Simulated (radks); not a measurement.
Problem. The mean radii <r> (bohr) of the occupied orbitals of an atom or ion are listed with their occupations. Calculated with a radial shooting solver on a logarithmic mesh with Libxc functionals: non-relativistic Kohn-Sham, PBE, spin-polarised, spherical densities, point nucleus.

| orbital | occ. | <r> |
|---|---|---|
| 1s up | 1 | 0.02530 |
| 1s down | 1 | 0.02530 |
| 2s up | 1 | 0.1081 |
| 2s down | 1 | 0.1081 |
| 2p up | 3 | 0.09181 |
| 2p down | 3 | 0.09181 |
| 3s up | 1 | 0.2816 |
| 3s down | 1 | 0.2815 |
| 3p up | 3 | 0.2714 |
| 3p down | 3 | 0.2713 |
| 3d up | 5 | 0.2426 |
| 3d down | 5 | 0.2424 |
| 4s up | 1 | 0.6399 |
| 4s down | 1 | 0.6397 |
| 4p up | 3 | 0.6581 |
| 4p down | 3 | 0.6580 |
| 4d up | 5 | 0.7062 |
| 4d down | 5 | 0.7065 |
| 5s up | 1 | 1.546 |
| 5s down | 1 | 1.566 |
| 5p up | 3 | 1.738 |
| 5p down | 3 | 1.766 |
| 4f up | 4 | 1.003 |

Name the element and its charge. Open shells, if any, are filled with parallel spins first.

Solution. Z = 60, neodymium, charge +2: Nd2+ in [Xe] 4f4. The 1s radius gives Z: for a bare nucleus <r> = 1.5/Z, 0.025 bohr for Z = 60, and screening makes it slightly larger (0.02530 here). The occupations add up to 58, and the charge is Z minus that.
